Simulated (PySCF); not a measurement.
BHN, SMILES B=[N] (connectivity only; charge and spin as stated), charge -1, multiplicity 1.

Geometry optimised at B3LYP-D3(BJ)/def2-TZVPD. The multiplicity is an assumed one; other spin states were not compared. The isomer is the one that the SMILES or the coordinates give; other isomers of the formula were not compared.

Two levels are set side by side: PBE/def2-TZVPD (PySCF) and PBE0/def2-TZVPD (PySCF). Same geometry, gas phase. Differences are taken from unrounded values.

| quantity | PBE |
|---|---|
| orbital gap (eV) | 3.30 |
| highest occupied level (eV) | 0.54 |
| lowest empty level (eV) | 3.84 |
| mean polarisability (bohr³) | 43.3 |

Task: These are the PBE values. What does PBE0 give? (The exact figures need the calculation; the answer reports its results.)

Result: 
| quantity | PBE0 | PBE minus PBE0 |
|---|---|---|
| orbital gap (eV) | 4.74 | -1.44 |
| highest occupied level (eV) | -0.57 | 1.10 |
| lowest empty level (eV) | 4.17 | -0.34 |
| mean polarisability (bohr³) | 40.4 | 3.0 |

Without exact exchange PBE keeps part of each electron's self-repulsion, which lifts occupied levels and narrows the gap. PBE's more diffuse valence density responds more strongly to a field. Differences between two approximate levels are no errors against the true value.

Rough cost on one machine, each run with all the roots and properties that it gave: PBE0 against PBE within a factor of 2.
